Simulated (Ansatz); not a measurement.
C3H7GeN, SMILES `[CH]1=NC[CH2][GeH2]1`. Charge 0, multiplicity 1. The geometry is a stationary point of PBE0-D4/def2-TZVP.

```xyz
12

C     1.333   -0.827    0.320
N     0.392   -1.116    1.112
C    -0.876   -0.421    0.935
C    -0.948    0.563   -0.251
Ge    0.855    0.534   -1.016
H     2.287   -1.339    0.450
H    -1.644   -1.196    0.851
H    -1.078    0.090    1.881
H    -1.679    0.243   -0.994
H    -1.223    1.566    0.072
H     1.644    1.850   -0.884
H     0.937    0.053   -2.476
```

(1) What is the dipole moment at PBE/def2-TZVPP? (An estimate is asked.)

(2) And with r2SCAN, B3LYP, ωB97M-V? (Estimate.)

(3) Give the Mulliken charges with PBE, ωB97M-V, r2SCAN in def2-TZVPP. (Estimate.)

Answers

(1) Ansatz gave: 1.30 D, with components (-0.60, 0.88, -0.74) D in this frame, pointing from negative to positive charge.

(2) Computed: r2SCAN 1.36 D, B3LYP 1.44 D, ωB97M-V 1.53 D.

(3) Computed: 
```
atom    PBE  ωB97M-V  r2SCAN
  C1  -0.14    -0.16   -0.09
  N2  -0.12    -0.17   -0.22
  C3  -0.01    -0.02    0.12
  C4  -0.30    -0.41   -0.25
 Ge5   0.14     0.16    0.17
  H6   0.10     0.12    0.08
  H7   0.08     0.10    0.04
  H8   0.08     0.10    0.04
  H9   0.11     0.13    0.08
 H10   0.10     0.13    0.08
 H11  -0.02     0.01   -0.02
 H12  -0.02     0.01   -0.02
```

B3LYP here is the variant with VWN-RPA as its local correlation; programs differ in this.
